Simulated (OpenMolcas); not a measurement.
## Se2+: effect of the IPEA shift

```
Program             : OpenMolcas 26.06
Basis               : ANO-R2 [6s6p4d3f1g]
Scalar Hamiltonian  : X2C, finite nucleus
Active space        : 2 electrons in 3 orbitals (4p)
State averaging     : 2S+1 = 3 even, 3 roots; 2S+1 = 1 even, 6 roots
Spin-orbit coupling : RASSI with atomic mean-field integrals over the reference wave functions, term energies averaged over their components
```

Methods on the same reference wave functions:
A. CASSCF
B. SS-CASPT2, IPEA 0 Eh, imaginary shift 0.1 Eh (closed shells correlated: 3d 4s)
C. SS-CASPT2, IPEA 0.25 Eh, imaginary shift 0.1 Eh (closed shells correlated: 3d 4s)

Energies in cm⁻¹ above 4s² 4p² ³P₀, the measured ground level; measured values from Moore, Atomic Energy Levels, vol. II, NSRDS-NBS 35 (1971 reprint of NBS Circular 467, 1952).

```
      Level      A      B      C  Measured
4s² 4p² ³P₀    0.0    0.0    0.0       0.0
4s² 4p² ³P₁   1474   1537   1541      1741
4s² 4p² ³P₂   3565   3570   3570      3937
4s² 4p² ¹D₂  15477  13260  12900     13032
4s² 4p² ¹S₀  34292  28620  28330
```

Deviations, from unrounded energies. A percentage is the sum of absolute deviations over the sum of measured energies, with the sign that they share, or ± where signs differ.

```json
{"Against measurement": "mean absolute deviation (cm-1)", "Levels": "3", "A": "1000", "B": "270", "C": "230"}
{"Against measurement": "fine structure of the ground term (%)", "Levels": "2", "A": "-11.3", "B": "-10.0", "C": "-10.1"}
{"Against measurement": "other terms of the ground configuration (%)", "Levels": "1", "A": "+18.8", "B": "+1.7", "C": "-1.0"}
```

C lies closest to measurement on these levels and A furthest from it. The largest miss of C in the table is 4s² 4p² ³P₂, by -370 cm-1. The ranking rests on the paired levels alone, and a cruder setting can come out closer through cancelling errors.

Between B and C the level of the table that moves most is 4s² 4p² ¹D₂, by 360 cm-1 (lowest in C, highest in B). Moves below CASPT2's spread within the term are not significant.

The mean deviations of B to C differ by less than CASPT2's widest spread within a term (100 cm-1), so their order carries little weight.

From A to B the spin-free energies of the other terms of 4s² 4p² shown, above ³P, scale by factors of 0.81 to 0.82.

The lowest spin-free term lies below A's lowest term by 0.536 hartree in B, 0.529 hartree in C.

CASPT2 does not keep the components of a term degenerate, so their means are used; among the terms shown or strongly mixed into the levels shown the widest spread is 100 cm-1 (4s² 4p² ¹D, C). With the s shell closed, the reference lacks s² → p² mixing. Computed and measured levels are paired by configuration, term and J; levels that our copy of the source lacks, or whose pairing is in doubt (as where it misses far off the trend of its configuration), stay unpaired and out of the deviations. Levels of configurations outside the active space are missing.
